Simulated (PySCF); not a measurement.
Excitations are Tamm–Dancoff values on a coarser integration grid. The basis has no diffuse functions, so Rydberg states are missing or too high.

Cartesian coordinates (Å):
```xyz
8

C      1.5004    -0.6189    -0.9414
C      0.5729    -0.3707    -0.2216
C     -0.5510    -0.0226     0.6441
O     -1.5244     0.7933     0.0025
H      2.3170    -0.8507    -1.5801
H     -1.0760    -0.9278     0.9534
H     -0.1681     0.4598     1.5521
H     -1.0709     1.5376    -0.4090
```
Charge 0, spin multiplicity 1.

Question: Predict the S1–T1 gap (TDA), S1 excitation (TDA), total energy, dipole moment and T1 excitation (TDA) from ωB97X-D3(BJ)/def2-TZVP // B3LYP-D3(BJ)/def2-TZVP in PySCF.

Answer: 
```
Property                    Value
-------------------  ------------
S1–T1 gap (TDA)           0.82 eV
S1 excitation (TDA)       6.39 eV
total energy         -192.0048 Ha
dipole moment              1.43 D
T1 excitation (TDA)       5.57 eV
```
